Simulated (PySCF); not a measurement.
## Two-component Hartree-Fock for Os(55+) (osmium, charge +55)

Start: [Ar] 3d3; 3d3/2 filled at m_j = -1/2, +1/2, +3/2. Calculated with PySCF 2.14 in an uncontracted even-tempered set (15 s from 16 bohr⁻², ratio 2.8; 12 p from 21 bohr⁻², ratio 2.8; 8 d from 21 bohr⁻², ratio 2.8; 3 f from 66 bohr⁻², ratio 3): generalised Hartree-Fock with the X2C-1e Hamiltonian and a Gaussian nucleus; one run each with spin-orbit coupling (SO) switched off, then screened by Boettger's factors.

```json
{"spinor shell": "1s1/2", "electrons": "2", "ε, spin-free (eV)": "-78059.2", "ε, screened SO (eV)": "-78029.2", "weight of nominal j (screened SO)": "1.000", "rms radius, screened SO (bohr)": "0.0200"}
{"spinor shell": "2s1/2", "electrons": "2", "ε, spin-free (eV)": "-16754.9", "ε, screened SO (eV)": "-16742.9", "weight of nominal j (screened SO)": "1.000", "rms radius, screened SO (bohr)": "0.0803"}
{"spinor shell": "2p1/2", "electrons": "2", "ε, spin-free (eV)": "-15084.5", "ε, screened SO (eV)": "-16201.9", "weight of nominal j (screened SO)": "1.000", "rms radius, screened SO (bohr)": "0.0682"}
{"spinor shell": "2p3/2", "electrons": "4", "ε, spin-free (eV)": "-15084.5", "ε, screened SO (eV)": "-14628.3", "weight of nominal j (screened SO)": "1.000", "rms radius, screened SO (bohr)": "0.0755"}
{"spinor shell": "3s1/2", "electrons": "2", "ε, spin-free (eV)": "-6341.6", "ε, screened SO (eV)": "-6337.8", "weight of nominal j (screened SO)": "1.000", "rms radius, screened SO (bohr)": "0.198"}
{"spinor shell": "3p1/2", "electrons": "2", "ε, spin-free (eV)": "-5834.2", "ε, screened SO (eV)": "-6126.0", "weight of nominal j (screened SO)": "1.000", "rms radius, screened SO (bohr)": "0.188"}
{"spinor shell": "3p3/2", "electrons": "4", "ε, spin-free (eV)": "-5834.2", "ε, screened SO (eV)": "-5712.4", "weight of nominal j (screened SO)": "1.000", "rms radius, screened SO (bohr)": "0.202"}
{"spinor shell": "3d3/2", "electrons": "3", "ε, spin-free (eV)": "-5392.6", "ε, screened SO (eV)": "-5431.1", "weight of nominal j (screened SO)": "0.998", "rms radius, screened SO (bohr)": "0.173"}
```

| quantity | spin-free | screened SO |
| --- | --- | --- |
| E (hartree) | -14335.02640 | -14362.06471 |
| M_J | 3/2 | 3/2 |
| ⟨J²⟩ | 6.750 | 3.761 |
| ⟨L²⟩ | 12.000 | 7.616 |
| ⟨S²⟩ | 3.750 | 2.082 |

Each row is a mean over spinors that exchange with the open shell spreads, by up to 25.797 eV (3p1/2).

Breit and QED terms are absent; they matter most for the inner s and p1/2 levels.

Densities and radii are taken from the X2C orbitals without a picture-change correction, which distorts them close to the nucleus.

Without spin-orbit coupling the j labels of p, d and f shells carry no meaning; the spin-free column gives the mean over the occupied spinors of each nl shell, and its ⟨J²⟩ belongs to a mixture of degenerate components.
